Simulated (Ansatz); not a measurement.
A nudged elastic band was laid between two geometries of Cl2GaH2N + H2 (8 atoms, charge 0, multiplicity 1).

These are results of Ansatz, RKS PBE0-D4/def2-SVP, not measurements.

| Item | Value |
| --- | --- |
| movable images | 5 |
| climbing image | yes |
| spring | 5.0 eV/Å² |
| optimiser | quadratic models (default) |
| start path | through a guess of the saddle point |
| force threshold | 0.03 eV/Å |
| iteration limit | 60 |
| end points | relaxed |

Image 0:

```xyz
8
Properties=species:S:1:pos:R:3
Ga -0.011 -0.191 0.335
N 0.018 -0.390 2.116
H -0.783 -0.717 2.641
H 0.878 -0.408 2.649
Cl 1.780 0.244 -0.744
Cl -1.826 -0.428 -0.763
H -0.539 2.576 0.436
H -0.486 2.328 1.155
```

Image 6:

```xyz
8
Properties=species:S:1:pos:R:3
Ga -0.177 0.704 -0.042
N -0.112 0.302 2.015
H -0.821 -0.410 2.203
H 0.807 -0.098 2.214
Cl 1.823 -0.067 -0.476
Cl -1.762 -0.735 -0.493
H -0.459 2.223 -0.233
H -0.269 1.094 2.639
```

(1) Which bonds break or form, and what moves?

(2) Give the energies along the band, and the barrier.

(3) What is the geometry of the highest image?

Answers

(1) Bonds broken: H7–H8. Bonds formed: Ga1–H7, N2–H8. Cl2GaH2N + H2 becomes Cl2GaH4N.

(2) The run converged. The highest image is number 3 of 0 to 6, 0.76 eV above the first end and 2.04 eV above the last; the last end lies 1.28 eV below the first. Neighbouring images differ by up to 1.4 eV, so the band resolves the path poorly. A vibrational analysis at the climbing image gives one clearly imaginary mode, 1226i cm⁻¹: a first-order saddle point. The orbitals stay closed-shell, which can raise the energy where a bond breaks towards radicals; this wasn't checked here.

```tsv
image	path coordinate (Å)	energy (eV)	H7–H8 (Å)	Ga1–H7 (Å)	N2–H8 (Å)
0	0.00	0.00	0.76	2.82	2.93
1	0.50	0.04	0.77	2.56	2.44
2	1.00	0.29	0.79	2.19	1.95
3	1.50	0.76	0.98	1.85	1.46
4	2.14	-0.61	1.69	1.61	1.05
5	2.77	-1.16	2.43	1.56	1.02
6	3.41	-1.28	3.09	1.56	1.02
```

(3) 
```xyz
8
Properties=species:S:1:pos:R:3:forces:R:3
Ga -0.092 0.262 0.140 0.01 -0.02 -0.01
N -0.095 0.091 2.062 0.01 0.01 -0.01
H -0.859 -0.417 2.507 -0.01 -0.01 0.01
H 0.782 -0.142 2.525 0.00 -0.01 0.01
Cl 1.824 0.175 -0.818 0.00 0.00 0.00
Cl -1.862 -0.390 -0.876 -0.01 0.00 0.00
H -0.368 1.989 0.736 0.00 0.02 0.01
H -0.301 1.445 1.549 0.00 0.01 -0.01
```

The run took 2.3 min on 2 threads of Arm Neoverse V1 (shared host), peak memory 0.25 GiB.
